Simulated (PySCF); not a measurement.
(Z)-1,2-dibromo-1,2-difluoroethene (C2Br2F2), SMILES C(/F)(=C(\Br)F)Br.

Geometry: B3LYP-D3(BJ)/def2-SVP.

The numbers are results of PySCF with HF/def2-TZVP, not measurements.

Symmetry labels are those of the subgroup C2v that the program uses (full group C2v).

Task: List the valence orbital energies around the gap with their symmetry. (Estimate from the structure and the level; the computed values follow.)

Result: 
```json
[
 {"orbital": "HOMO−7", "symmetry": "B2", "energy (eV)": "-19.39"},
 {"orbital": "HOMO−6", "symmetry": "B2", "energy (eV)": "-16.05"},
 {"orbital": "HOMO−5", "symmetry": "A1", "energy (eV)": "-15.37"},
 {"orbital": "HOMO−4", "symmetry": "B1", "energy (eV)": "-13.99"},
 {"orbital": "HOMO−3", "symmetry": "A1", "energy (eV)": "-12.96"},
 {"orbital": "HOMO−2", "symmetry": "A2", "energy (eV)": "-12.60"},
 {"orbital": "HOMO−1", "symmetry": "B2", "energy (eV)": "-11.93"},
 {"orbital": "HOMO", "symmetry": "B1", "energy (eV)": "-10.06"},
 {"orbital": "LUMO", "symmetry": "A1", "energy (eV)": "3.18"},
 {"orbital": "LUMO+1", "symmetry": "A2", "energy (eV)": "3.49"},
 {"orbital": "LUMO+2", "symmetry": "B2", "energy (eV)": "3.69"},
 {"orbital": "LUMO+3", "symmetry": "A1", "energy (eV)": "4.65"}
]
```
